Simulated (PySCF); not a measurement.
## HSe, SMILES `[SeH]` (charge 0, multiplicity 2)

The numbers are results of PBE0-D4/def2-TZVP (PySCF), not measurements.

highest occupied spin orbital: -6.98 eV
dipole moment: 0.60 D
total energy: -2401.8291 Ha
cost: very roughly 10 core-seconds

```xyz
2

Se     0.7355     0.0000     0.0000
H     -0.7355     0.0000     0.0000
```
Charge 0, spin multiplicity 2.
